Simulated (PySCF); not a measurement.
Compound: C₃H₆OSSi.
Numbering: `[CH2:1]=[C:2]([CH:3]=[O:4])[S:5][SiH3:6]` (hydrogens: H7, H8 on C1; H9 on C3; H10, H11, H12 on Si6)

Computed with PBE0-D3(BJ)/def2-SVP geometry optimisation, gas phase in PySCF.

(1) List the bond lengths, angles and torsions at this level.

Answers

(1) 
| bond | length (Å) | order |
| --- | --- | --- |
| C1=C2 | 1.346 | double |
| C2–C3 | 1.474 | single |
| C3=O4 | 1.208 | double |
| C2–S5 | 1.756 | single |
| S5–Si6 | 2.179 | single |
| C1–H7 | 1.092 | single |
| C1–H8 | 1.094 | single |
| C3–H9 | 1.115 | single |
| Si6–H10, Si6–H11 | 1.487 | single |
| Si6–H12 | 1.500 | single |

Bonds in one row agree within 0.01 Å and their mean is given. Orders are formal, as drawn. A selection of angles:
| angle | degrees |
| --- | --- |
| C2–C1–H7 | 122.4 |
| C2–C1–H8 | 119.7 |
| H7–C1–H8 | 117.9 |
| C1–C2–C3 | 117.9 |
| C1–C2–S5 | 122.9 |
| C3–C2–S5 | 119.2 |
| C2–C3–O4 | 124.0 |
| C2–C3–H9 | 115.0 |
| O4–C3–H9 | 121.0 |
| C2–S5–Si6 | 107.2 |
| S5–Si6–H10 | 115.4 |
| S5–Si6–H12 | 95.4 |
| H10–Si6–H11 | 113.8 |
| H10–Si6–H12 | 107.2 |

Torsions: C1–C2–C3–O4 180° (antiperiplanar); C1–C2–S5–Si6 180° (antiperiplanar).

The C–C distances run from 1.346 Å (C1=C2, drawn double) to 1.474 Å (C2–C3, drawn single), a spread of 0.128 Å. Of the pairs four or more bonds apart, O4···Si6 is among the closest relative to their van der Waals radii: 2.59 Å, 71 % of the sum of Bondi's values. Si6 (SiH3 silicon) has angles from 95.4° to 115.4°. The 6 heavy atoms lie in one plane (0.002 Å rms).

Point group: Cs (tolerance 0.08 Å). No frequency check. One conformer, not necessarily the lowest.

Hardware: Arm Neoverse V2, one thread, no GPU, shared host with 192 logical CPUs at a one-minute load of 58. Cost: 61 s wall, 0.52 GiB resident at most. This is the geometry optimisation.
